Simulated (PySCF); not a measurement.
Cartesian coordinates (Å):
SMILES: [H]/N=C/S
```xyz
6

N     -0.7346    -0.7680    -0.1867
C     -0.1848     0.3412     0.0549
S      1.5447     0.5490     0.1890
H     -1.7473    -0.6690    -0.2237
H     -0.7078     1.2917     0.2077
H      1.8299    -0.7448    -0.0413
```
Charge 0, multiplicity 1.

What total energy, HOMO–LUMO gap, HOMO, dipole moment and LUMO does PySCF 2.14.0 with PBE0-D3(BJ)/def2-TZVP give?


```yaml
total_energy: -492.6341 Ha
HOMO–LUMO gap: 6.97 eV
HOMO: -7.36 eV
dipole_moment: 1.34 D
LUMO: -0.39 eV
```
